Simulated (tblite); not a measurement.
C5H8F2SSi.
Atom-mapped SMILES: `[CH3:1][S:2][SiH2:3][C:4]1=[CH:5][C@@H:6]([F:7])[C@@H:8]1[F:9]` (hydrogens: H10, H11, H12 on C1; H13, H14 on Si3; H15 on C5; H16 on C6; H17 on C8)

Structure optimised with GFN2-xTB, isolated species.

Problem. Give the optimised bond lengths and angles.

Solution. 
```
                  bond  length (bohr)   order
                 C1–S2          3.440  single
                S2–Si3          4.042  single
                Si3–C4          3.523  single
                 C4=C5          2.531  double
                 C5–C6          2.841  single
                 C6–F7          2.590  single
                 C6–C8          2.926  single
                 C8–F9          2.589  single
                 C4–C8          2.855  single
C1–H10, C1–H11, C1–H12          2.050  single
               Si3–H13          2.765  single
               Si3–H14          2.761  single
                C5–H15          2.027  single
                C6–H16          2.067  single
                C8–H17          2.064  single
```

Bonds in one row agree within 0.02 bohr and their mean is given. Orders are formal, as drawn. A selection of angles:
```
      angle  degrees
  S2–C1–H10    109.6
  S2–C1–H11    106.9
 H10–C1–H11    110.0
 H10–C1–H12    110.6
  C1–S2–Si3     99.0
  S2–Si3–C4    105.5
 S2–Si3–H13    109.4
 S2–Si3–H14    109.2
 C4–Si3–H13    110.6
 C4–Si3–H14    111.0
H13–Si3–H14    111.1
  Si3–C4–C5    137.7
  Si3–C4–C8    129.0
   C5–C4–C8     93.2
   C4–C5–C6     94.6
  C4–C5–H15    134.0
  C6–C5–H15    131.4
   C5–C6–F7    117.3
   C5–C6–C8     85.6
  C5–C6–H16    116.0
   F7–C6–C8    115.6
  F7–C6–H16    107.4
  C8–C6–H16    114.0
   C6–C8–F9    115.8
  C6–C8–H17    114.3
  F9–C8–H17    107.4
   C4–C8–C6     86.3
   C4–C8–F9    116.3
  C4–C8–H17    116.0
```

Torsions: C1–S2–Si3–C4 179° (antiperiplanar); S2–Si3–C4–C5 -6° (synperiplanar); Si3–C4–C5–C6 -171° (antiperiplanar); C4–C5–C6–F7 -122° (anticlinal); C5–C6–C8–F9 122° (anticlinal); Si3–C4–C8–C6 172° (antiperiplanar).

The C–C distances run from 1.339 Å (C4=C5, drawn double) to 1.548 Å (C6–C8, drawn single), a spread of 0.209 Å. Si3 (SiH2 silicon) is distorted tetrahedral (angles from 105.5° to 111.1°). S2 (sulfur bonded to C and Si) is bent (angle 99.0°). The 4-membered ring C4–C5–C6–C8 has internal angles of 85.6° to 94.6° (sum 360°, against 360° for a flat polygon); it is slightly puckered (a soft mode that the optimisation may not have finished), 0.03 Å rms from its mean plane, widest ring torsion 5°.

Point group: C1 (no symmetry element, even within 0.4 Å). Its GFN2-xTB frequencies are all real (lowest 28 cm⁻¹). The numbers are those of one conformer. 3 starts were optimised and ended at 0.00, 0.74 and 1.01 kcal/mol (GFN2-xTB); the lowest of these is shown.

The run took 0.94 s of wall time on one thread of an Arm Neoverse V2, on a shared host. These figures are those of the optimisation.

These are computed values.
